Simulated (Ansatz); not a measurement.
Isolated molecules relaxed with PBE0-D4/def2-TZVP in Ansatz; ΔE leaves out vibrations. CCSD(T)/CBS adds triple-zeta CCSD(T) − MP2 to the extrapolated MP2 energy (def2 sets, frozen cores). This one scheme is used for every species. Each species was taken in one conformer, which may not be the lowest.

Consider the formal exchange of groups at the Si–O bond: `CO[Si](F)(S)Cl` + CH₄ → `C[Si](F)(S)Cl` + CH₃OH.

`CO[Si](F)(S)Cl`:

Cartesian coordinates in Å:
```
C 0.752 -1.252 -0.853
O -0.009 -0.073 -1.045
Si -0.712 0.807 0.103
F -1.583 1.889 -0.647
S 0.770 1.693 1.315
Cl -2.000 -0.296 1.236
H 1.577 -1.080 -0.155
H 1.158 -1.544 -1.820
H 0.122 -2.059 -0.470
H -0.074 1.914 2.337
```

CH₄:

Z-matrix (Å, degrees):
```
C
H 1 1.090
H 1 1.090 2 109.5
H 1 1.090 2 109.5 3 -120.0
H 1 1.090 2 109.5 3 120.0
```

`C[Si](F)(S)Cl`:

```xyz
9

C    -0.074   -0.535    1.063
Si   -0.394    0.199   -0.597
F    -0.596   -0.998   -1.628
S     1.115    1.510   -1.293
Cl   -2.108    1.306   -0.597
H    -0.899   -1.193    1.346
H     0.847   -1.123    1.049
H     0.026    0.250    1.815
H     2.083    0.584   -1.157
```

CH₃OH:

Cartesian coordinates in Å:
```
C -0.166 0.286 0.132
O 0.578 -0.469 -0.797
H -0.278 1.287 -0.286
H 0.342 0.377 1.100
H -1.168 -0.127 0.299
H 0.691 -1.355 -0.448
```

```tsv
species	MP2/def2-TZVPP energy (Eh)
`CO[Si](F)(S)Cl`	-1361.93575
CH₄	-40.41206
`C[Si](F)(S)Cl`	-1286.78375
CH₃OH	-115.52185
```

Q: Work out ΔE.

A: ΔE = (-1286.78375) + (-115.52185) − (-1361.93575) − (-40.41206) = 0.04221 Eh = +110.8 kJ/mol. CCSD(T)/CBS gives +108.3 kJ/mol.

Largest T1 diagnostic among the species: 0.011.

In def2-TZVPP, CCSD(T) changes the Hartree–Fock value by −9.8 kJ/mol (the triples alone add −0.5 kJ/mol) and MP2 by −8.2 kJ/mol. The D4 term adds +4.1 kJ/mol with B3LYP and +2.4 kJ/mol with PBE0; it sums over pairs of atoms, weighted by their polarisabilities, and B3LYP, whose exchange is more repulsive, gets the larger term.

B3LYP here is the variant with VWN-RPA as its local correlation; programs differ in this.
